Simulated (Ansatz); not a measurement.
A short molecular-dynamics run on `[NH]=[W](=[NH])([NH2])[Cl]`.

```yaml
crystal:
  periodic: [false, false, false]
  atoms:
    - {symbol: N, position_ang: [-1.192448, 1.225527, -0.384071]}
    - {symbol: W, position_ang: [0.258377, 0.375956, 0.092899]}
    - {symbol: N, position_ang: [1.237987, -0.140403, -1.259279]}
    - {symbol: N, position_ang: [-0.313649, -1.233021, 1.014822]}
    - {symbol: Cl, position_ang: [1.518001, 1.757731, 1.434511]}
    - {symbol: H, position_ang: [-1.844618, 1.655950, -1.020544]}
    - {symbol: H, position_ang: [1.503182, -0.225371, -2.227892]}
    - {symbol: H, position_ang: [0.153852, -2.120944, 0.916126]}
    - {symbol: H, position_ang: [-1.232183, -1.341625, 1.416329]}
basis:
  gaussian: {orbitals: def2-SVP}
hamiltonian: {xc: {name: r2SCAN}, dispersion: d4}
md: {timestep: 1 fs, n_steps: 50, ensemble: nvt_langevin, temperature: 1000, initial_velocities: maxwell_boltzmann, friction: 0.01, seed: 57}
```

```sh
$ ansatz run in.yaml --threads 4 --pin off --events-out ev --progress --plain --max-ram 10444MiB
```

```
step  time (fs)  potential energy (eV)  kinetic (eV)  T (K)  conserved (eV)
   0        0.0            -18877.8486        1.0341    889               –
   1        1.0            -18877.8132        1.1498    988               –
   2        2.0            -18877.7296        1.1477    987               –
   3        3.0            -18877.6857        1.0876    935               –
   4        4.0            -18877.6882        1.0272    883               –
   5        5.0            -18877.6696        0.9746    838               –
   6        6.0            -18877.5652        0.8950    769               –
   7        7.0            -18877.4275        0.7564    650               –
   8        8.0            -18877.4225        0.7200    619               –
   9        9.0            -18877.4650        0.6967    599               –
  10       10.0            -18877.4063        0.6167    530               –
  11       11.0            -18877.3122        0.5706    491               –
  12       12.0            -18877.2767        0.6006    516               –
  13       13.0            -18877.3210        0.6249    537               –
  14       14.0            -18877.3994        0.8047    692               –
  15       15.0            -18877.4054        0.7422    638               –
  16       16.0            -18877.3262        0.5947    511               –
  17       17.0            -18877.3372        0.6401    550               –
  18       18.0            -18877.4594        0.7035    605               –
  19       19.0            -18877.4845        0.7980    686               –
  20       20.0            -18877.4047        0.7556    650               –
  21       21.0            -18877.3454        0.7569    651               –
  22       22.0            -18877.3751        0.8453    727               –
  23       23.0            -18877.4233        0.8846    760               –
  24       24.0            -18877.3943        0.9051    778               –
  25       25.0            -18877.3215        0.8289    713               –
  26       26.0            -18877.2789        0.9003    774               –
  27       27.0            -18877.2812        0.9341    803               –
  28       28.0            -18877.2598        0.8935    768               –
  29       29.0            -18877.1699        0.8260    710               –
  30       30.0            -18877.1174        0.8184    703               –
  31       31.0            -18877.1487        0.8456    727               –
  32       32.0            -18877.1662        0.8212    706               –
  33       33.0            -18877.0935        0.7092    610               –
  34       34.0            -18877.0122        0.6175    531               –
  35       35.0            -18877.0105        0.5302    456               –
  36       36.0            -18877.0693        0.6490    558               –
  37       37.0            -18877.0552        0.6299    541               –
  38       38.0            -18876.9751        0.6096    524               –
  39       39.0            -18876.9430        0.5805    499               –
  40       40.0            -18877.0215        0.6382    549               –
  41       41.0            -18877.1298        0.7156    615               –
  42       42.0            -18877.1034        0.6568    565               –
  43       43.0            -18876.9801        0.5629    484               –
  44       44.0            -18877.0139        0.5986    515               –
  45       45.0            -18877.1458        0.8233    708               –
  46       46.0            -18877.1547        0.8039    691               –
  47       47.0            -18877.0772        0.7588    652               –
  48       48.0            -18877.0504        0.7657    658               –
  49       49.0            -18877.1370        0.8498    730               –
  50       50.0            -18877.2530        0.9448    812               –
```

Velocities are drawn at the set temperature; a run this short doesn't reach equilibrium.

Frames (Å, forces in eV/Å):

```xyz
9
time=0.0 fs
N    -1.192    1.226   -0.384   -0.279    0.089    0.017
W     0.258    0.376    0.093    0.145   -0.072    0.510
N     1.238   -0.140   -1.259    0.183   -0.171   -0.150
N    -0.314   -1.233    1.015    0.107    0.250   -0.093
Cl    1.518    1.758    1.435    0.214    0.243    0.214
H    -1.845    1.656   -1.021   -0.289    0.200   -0.261
H     1.503   -0.225   -2.228    0.136   -0.039   -0.414
H     0.154   -2.121    0.916    0.160   -0.401   -0.008
H    -1.232   -1.342    1.416   -0.377   -0.099    0.186
9
time=2.0 fs
N    -1.185    1.233   -0.401   -1.111    0.373   -0.621
W     0.257    0.377    0.100    0.498    0.520   -0.510
N     1.227   -0.145   -1.263    1.043   -0.147   -2.515
N    -0.324   -1.221    0.976    0.197   -0.459    0.203
Cl    1.532    1.745    1.433    0.269    0.306    0.318
H    -1.864    1.610   -1.085    0.555   -0.191    0.523
H     1.547   -0.189   -2.294   -0.743    0.045    2.237
H     0.154   -2.113    0.924   -0.021   -0.177   -0.010
H    -1.270   -1.308    1.290   -0.687   -0.271    0.373
9
time=4.0 fs
N    -1.180    1.245   -0.423   -0.672   -0.085   -0.240
W     0.257    0.377    0.107    0.806    1.235   -1.864
N     1.219   -0.149   -1.274    0.710    0.218   -1.425
N    -0.331   -1.209    0.936   -1.018   -1.603    0.960
Cl    1.545    1.734    1.432    0.308    0.349    0.408
H    -1.844    1.556   -1.147    0.411    0.008    0.388
H     1.552   -0.148   -2.282   -0.624   -0.108    1.681
H     0.149   -2.115    0.938   -0.296    0.279   -0.054
H    -1.325   -1.281    1.179    0.375   -0.293    0.145
9
time=6.0 fs
N    -1.176    1.254   -0.447    0.183   -0.625    0.579
W     0.256    0.377    0.113    1.125    1.828   -3.041
N     1.213   -0.156   -1.284   -0.843    0.456    2.859
N    -0.339   -1.201    0.902   -1.909   -2.205    1.412
Cl    1.559    1.723    1.432    0.306    0.360    0.454
H    -1.794    1.502   -1.209   -0.133    0.313   -0.210
H     1.538   -0.120   -2.203    0.666   -0.107   -2.074
H     0.134   -2.111    0.946   -0.267    0.280   -0.114
H    -1.359   -1.270    1.083    0.871   -0.299    0.134
9
time=8.0 fs
N    -1.176    1.262   -0.463    0.320   -0.781    0.598
W     0.255    0.376    0.118    1.228    2.198   -3.626
N     1.204   -0.165   -1.288   -1.365    0.481    4.108
N    -0.349   -1.203    0.871   -1.697   -2.412    1.529
Cl    1.575    1.713    1.432    0.276    0.339    0.459
H    -1.750    1.460   -1.278   -0.040    0.310   -0.079
H     1.549   -0.088   -2.177    1.121    0.014   -3.104
H     0.133   -2.103    0.947   -0.227    0.211   -0.155
H    -1.364   -1.278    1.003    0.385   -0.360    0.269
9
time=10.0 fs
N    -1.174    1.268   -0.474   -0.198   -0.671   -0.281
W     0.254    0.376    0.122    1.157    2.452   -3.600
N     1.192   -0.170   -1.282    0.526    0.843   -0.316
N    -0.359   -1.210    0.843   -1.498   -1.731    1.479
Cl    1.592    1.706    1.430    0.242    0.312    0.445
H    -1.720    1.434   -1.347    0.546    0.143    0.861
H     1.592   -0.058   -2.244   -0.574   -0.368    1.143
H     0.118   -2.087    0.957    0.218   -0.551   -0.117
H    -1.361   -1.288    0.924   -0.420   -0.429    0.386
9
time=12.0 fs
N    -1.170    1.274   -0.486   -0.055   -0.748   -0.210
W     0.252    0.376    0.124    0.903    2.426   -3.184
N     1.179   -0.174   -1.273    1.387    0.963   -2.030
N    -0.372   -1.222    0.821   -1.886   -1.388    1.430
Cl    1.610    1.698    1.429    0.196    0.273    0.410
H    -1.675    1.411   -1.386    0.437    0.207    0.806
H     1.604   -0.044   -2.274   -1.159   -0.557    2.507
H     0.102   -2.090    0.958    0.366   -0.773   -0.100
H    -1.382   -1.309    0.852   -0.189   -0.403    0.373
9
time=14.0 fs
N    -1.166    1.277   -0.498    0.768   -0.989    1.194
W     0.250    0.376    0.126    0.619    2.112   -2.722
N     1.169   -0.174   -1.266    0.952    0.774   -0.756
N    -0.394   -1.238    0.800   -1.514   -1.801    1.413
Cl    1.630    1.693    1.429    0.098    0.191    0.334
H    -1.635    1.389   -1.381   -0.329    0.436   -0.572
H     1.590   -0.057   -2.215   -0.542   -0.397    0.996
H     0.091   -2.120    0.955   -0.025    0.022   -0.241
H    -1.406   -1.343    0.795   -0.027   -0.347    0.355
9
time=16.0 fs
N    -1.162    1.279   -0.504    1.064   -1.009    1.809
W     0.247    0.376    0.128    0.290    1.541   -1.977
N     1.159   -0.170   -1.259   -0.856    0.314    3.326
N    -0.424   -1.258    0.787   -0.462   -1.615    1.270
Cl    1.649    1.691    1.431   -0.029    0.083    0.227
H    -1.600    1.386   -1.387   -0.653    0.519   -1.227
H     1.555   -0.080   -2.119    1.463    0.003   -3.399
H     0.074   -2.145    0.956   -0.257    0.515   -0.339
H    -1.421   -1.385    0.751   -0.560   -0.351    0.309
9
time=18.0 fs
N    -1.155    1.277   -0.501   -0.042   -0.532   -0.130
W     0.245    0.375    0.131   -0.115    0.914   -0.858
N     1.149   -0.163   -1.246    0.179    0.277    1.296
N    -0.456   -1.282    0.774   -0.560   -0.820    1.003
Cl    1.665    1.689    1.432   -0.118    0.011    0.153
H    -1.585    1.390   -1.435    0.192    0.277    0.549
H     1.557   -0.089   -2.129    0.821   -0.173   -1.976
H     0.057   -2.150    0.958   -0.155    0.287   -0.311
H    -1.457   -1.431    0.737   -0.202   -0.241    0.274
9
time=20.0 fs
N    -1.151    1.272   -0.498   -0.673   -0.090   -1.401
W     0.244    0.374    0.132   -0.785    0.238    0.367
N     1.138   -0.160   -1.230    2.359    0.231   -3.068
N    -0.486   -1.314    0.758   -1.795    0.241    0.629
Cl    1.680    1.689    1.433   -0.186   -0.044    0.091
H    -1.565    1.408   -1.473    0.622    0.070    1.665
H     1.585   -0.103   -2.193   -0.859   -0.379    1.648
H     0.039   -2.153    0.951    0.223   -0.366   -0.181
H    -1.511   -1.500    0.729    1.095    0.099    0.250
9
time=22.0 fs
N    -1.152    1.265   -0.498   -0.104   -0.114   -0.494
W     0.245    0.373    0.134   -1.508   -0.494    1.084
N     1.133   -0.161   -1.221    2.816    0.110   -3.989
N    -0.521   -1.350    0.746   -1.393    1.181    0.370
Cl    1.695    1.688    1.433   -0.270   -0.108    0.016
H    -1.534    1.423   -1.451    0.158    0.158    0.733
H     1.581   -0.124   -2.207   -1.103   -0.351    2.238
H     0.008   -2.179    0.935    0.470   -0.627   -0.118
H    -1.538   -1.559    0.738    0.934    0.245    0.160
9
time=24.0 fs
N    -1.159    1.260   -0.500    1.529   -0.782    2.548
W     0.248    0.370    0.136   -2.094   -1.149    1.003
N     1.137   -0.165   -1.222    1.690    0.178   -1.724
N    -0.558   -1.382    0.734    0.855    0.909    0.425
Cl    1.712    1.685    1.434   -0.373   -0.184   -0.067
H    -1.495    1.450   -1.394   -1.028    0.700   -2.175
H     1.545   -0.153   -2.160   -0.174   -0.282    0.239
H    -0.031   -2.244    0.920    0.008    0.436   -0.333
H    -1.543   -1.601    0.752   -0.412    0.174    0.084
9
time=26.0 fs
N    -1.161    1.251   -0.494    1.149   -0.361    1.233
W     0.249    0.367    0.138   -2.043   -1.949    0.487
N     1.144   -0.171   -1.232   -0.334    0.529    2.748
N    -0.592   -1.411    0.719    1.464    0.800    0.365
Cl    1.726    1.683    1.434   -0.464   -0.245   -0.129
H    -1.493    1.510   -1.402   -0.527    0.366   -0.807
H     1.504   -0.202   -2.109    1.403   -0.383   -3.557
H    -0.077   -2.301    0.875   -0.127    0.932   -0.381
H    -1.573   -1.634    0.776   -0.520    0.310    0.040
9
time=28.0 fs
N    -1.157    1.241   -0.483   -0.147    0.973   -1.763
W     0.251    0.364    0.140   -1.678   -2.679    0.114
N     1.153   -0.174   -1.240    0.378    0.536    0.730
N    -0.618   -1.441    0.704   -0.470    1.764    0.253
Cl    1.741    1.680    1.434   -0.536   -0.286   -0.169
H    -1.513    1.586   -1.448    0.567   -0.711    2.118
H     1.493   -0.268   -2.170    0.301   -0.234   -0.952
H    -0.128   -2.319    0.811    0.541   -0.123   -0.196
H    -1.633   -1.672    0.805    1.046    0.761   -0.135
9
time=30.0 fs
N    -1.158    1.235   -0.472   -0.074    1.241   -1.682
W     0.251    0.361    0.142   -1.450   -3.152   -0.442
N     1.163   -0.180   -1.249    1.014    0.143   -1.832
N    -0.642   -1.466    0.691   -0.495    2.847    0.165
Cl    1.754    1.674    1.434   -0.596   -0.324   -0.200
H    -1.516    1.640   -1.412    0.532   -0.890    2.042
H     1.490   -0.339   -2.267   -0.785    0.331    2.271
H    -0.160   -2.334    0.732    0.896   -0.894   -0.144
H    -1.653   -1.679    0.835    0.958    0.698   -0.176
9
time=32.0 fs
N    -1.161    1.230   -0.464    1.277   -0.067    1.361
W     0.251    0.358    0.145   -1.084   -3.513   -1.253
N     1.176   -0.184   -1.263    0.266    0.189   -0.603
N    -0.663   -1.487    0.675    1.513    2.427   -0.065
Cl    1.767    1.666    1.435   -0.668   -0.374   -0.234
H    -1.500    1.661   -1.295   -0.702    0.431   -0.950
H     1.465   -0.414   -2.265   -0.611    0.510    1.878
H    -0.164   -2.373    0.657    0.149    0.094   -0.119
H    -1.644   -1.657    0.867   -0.139    0.303   -0.015
9
time=34.0 fs
N    -1.161    1.224   -0.458    2.196   -1.188    3.230
W     0.250    0.353    0.148   -0.664   -3.688   -1.905
N     1.192   -0.185   -1.274   -1.155    1.100    3.443
N    -0.679   -1.500    0.658    2.292    1.690   -0.223
Cl    1.778    1.659    1.437   -0.744   -0.424   -0.267
H    -1.501    1.694   -1.218   -1.570    1.575   -2.757
H     1.408   -0.466   -2.194    0.318   -0.270   -1.527
H    -0.166   -2.409    0.594   -0.606    1.092    0.046
H    -1.652   -1.631    0.910   -0.066    0.113   -0.039
9
time=36.0 fs
N    -1.158    1.213   -0.450    0.380    1.104   -0.068
W     0.249    0.347    0.150   -0.184   -3.691   -1.976
N     1.205   -0.184   -1.276   -1.347    1.238    4.105
N    -0.683   -1.504    0.641    1.349    2.088    0.002
Cl    1.789    1.652    1.440   -0.814   -0.471   -0.304
H    -1.551    1.773   -1.227    0.000   -0.554    0.496
H     1.351   -0.522   -2.181    0.336   -0.460   -2.057
H    -0.193   -2.408    0.551   -0.338    0.604    0.075
H    -1.661   -1.615    0.947    0.619    0.143   -0.274
9
time=38.0 fs
N    -1.151    1.201   -0.443   -0.990    2.651   -1.695
W     0.249    0.340    0.150    0.058   -3.470   -1.330
N     1.212   -0.177   -1.263   -0.719   -0.346    0.448
N    -0.688   -1.502    0.625    0.472    3.070    0.287
Cl    1.801    1.646    1.443   -0.876   -0.512   -0.336
H    -1.603    1.833   -1.225    0.973   -1.850    1.982
H     1.299   -0.587   -2.227   -0.060    0.844    1.094
H    -0.246   -2.393    0.514    0.392   -0.602   -0.064
H    -1.657   -1.601    0.974    0.751    0.216   -0.386
9
time=40.0 fs
N    -1.141    1.195   -0.439   -0.984    2.411   -1.185
W     0.249    0.332    0.149    0.142   -3.143   -0.420
N     1.217   -0.169   -1.247   -0.554   -1.032   -0.914
N    -0.696   -1.498    0.604    0.467    3.292    0.377
Cl    1.810    1.639    1.447   -0.935   -0.559   -0.368
H    -1.604    1.828   -1.167    0.631   -1.385    1.278
H     1.229   -0.605   -2.227    0.103    1.204    1.728
H    -0.288   -2.391    0.462    0.629   -1.018   -0.151
H    -1.647   -1.587    0.988    0.501    0.231   -0.346
9
time=42.0 fs
N    -1.137    1.194   -0.440    1.160   -0.341    1.863
W     0.248    0.324    0.149    0.013   -2.587    0.187
N     1.223   -0.162   -1.235   -0.508   -0.536    0.310
N    -0.703   -1.487    0.584    1.697    1.811   -0.064
Cl    1.818    1.632    1.453   -1.002   -0.621   -0.406
H    -1.568    1.775   -1.083   -1.468    1.352   -1.821
H     1.162   -0.575   -2.169    0.263    0.458   -0.071
H    -0.306   -2.414    0.412    0.020    0.330    0.093
H    -1.627   -1.562    0.995   -0.175    0.135   -0.091
9
time=44.0 fs
N    -1.131    1.190   -0.440    1.408   -0.644    2.101
W     0.248    0.315    0.148   -0.001   -2.027    0.932
N     1.229   -0.159   -1.222   -0.027    0.361    2.481
N    -0.707   -1.474    0.569    1.921    1.274   -0.168
Cl    1.824    1.624    1.460   -1.057   -0.668   -0.430
H    -1.583    1.758   -1.066   -1.806    1.699   -2.166
H     1.100   -0.523   -2.107    0.029   -0.690   -2.915
H    -0.315   -2.407    0.367   -0.198    0.654    0.227
H    -1.621   -1.536    0.998   -0.268    0.041   -0.061
9
time=46.0 fs
N    -1.123    1.185   -0.437   -1.492    2.505   -1.464
W     0.246    0.306    0.148    0.063   -1.432    1.885
N     1.239   -0.155   -1.200    0.065   -0.736   -0.499
N    -0.702   -1.460    0.554    0.763    1.274    0.393
Cl    1.828    1.616    1.468   -1.088   -0.697   -0.429
H    -1.662    1.799   -1.124    0.802   -1.294    1.218
H     1.049   -0.463   -2.142    0.372    0.141   -0.804
H    -0.327   -2.381    0.325   -0.068    0.197    0.169
H    -1.632   -1.517    1.001    0.581    0.043   -0.468
9
time=48.0 fs
N    -1.119    1.188   -0.438   -2.084    2.931   -2.210
W     0.245    0.296    0.148   -0.106   -0.581    2.279
N     1.250   -0.152   -1.184   -0.179   -1.357   -3.431
N    -0.695   -1.441    0.540    0.482    1.201    0.556
Cl    1.831    1.607    1.477   -1.107   -0.727   -0.417
H    -1.712    1.797   -1.146    1.530   -1.839    1.974
H     1.013   -0.382   -2.205    0.913    0.622    1.586
H    -0.333   -2.347    0.274    0.040   -0.242    0.082
H    -1.627   -1.496    0.975    0.510   -0.008   -0.418
9
time=50.0 fs
N    -1.123    1.200   -0.445    0.097    0.792   -0.105
W     0.242    0.287    0.150   -0.341    0.559    1.824
N     1.259   -0.152   -1.180   -0.309   -1.056   -3.479
N    -0.686   -1.420    0.528    1.225    0.118    0.115
Cl    1.837    1.597    1.486   -1.154   -0.787   -0.427
H    -1.709    1.734   -1.087    0.004   -0.197    0.144
H     1.006   -0.280   -2.217    0.976    0.365    1.682
H    -0.338   -2.329    0.211   -0.144    0.247    0.240
H    -1.614   -1.484    0.921   -0.355   -0.042    0.006
```

Run time 2.2 min (4 threads of an Arm Neoverse V2 on a shared host); peak host memory 0.44 GiB.
